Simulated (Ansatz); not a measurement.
Al2H6S2 (`[AlH2-]1[SH+][AlH2-][SH+]1`) at its PBE0-D4/def2-TZVP geometry, where that method's forces vanish. The species carries charge 0 and has multiplicity 1.

```csv
atom,x (Å),y (Å),z (Å)
Al1,0.944,-0.438,1.225
S2,-0.619,1.329,0.975
Al3,-0.446,0.788,-1.328
S4,0.761,-1.229,-1.004
H5,0.330,-1.524,2.200
H6,2.364,0.245,1.330
H7,-1.705,0.569,1.200
H8,-1.887,0.433,-1.876
H9,0.583,1.817,-1.943
H10,-0.325,-1.989,-0.778
```

(1) For each bond, give half the difference of the two atoms' forces along it (eV/Å; positive pushes the atoms apart) under PBE-D4, r2SCAN-D4, B3LYP-D4, ωB97M-V in def2-TZVPP. (Estimate.)

Results:

(1) Ansatz gave: 
```csv
bond,length (Å),PBE-D4,r2SCAN-D4,B3LYP-D4,ωB97M-V
Al1–S2,2.373,0.08,0.03,0.14,0.10
Al1–S4,2.373,0.08,0.03,0.14,0.10
Al1–H5,1.582,0.03,-0.02,-0.12,-0.14
Al1–H6,1.579,0.06,-0.02,-0.11,-0.13
S2–Al3,2.373,0.08,0.03,0.14,0.10
S2–H7,1.345,0.24,0.01,-0.04,-0.09
Al3–S4,2.373,0.08,0.03,0.14,0.10
Al3–H8,1.582,0.03,-0.02,-0.12,-0.14
Al3–H9,1.579,0.06,-0.02,-0.11,-0.13
S4–H10,1.345,0.24,0.01,-0.04,-0.09
```

B3LYP here is the variant with VWN-RPA as its local correlation; programs differ in this.
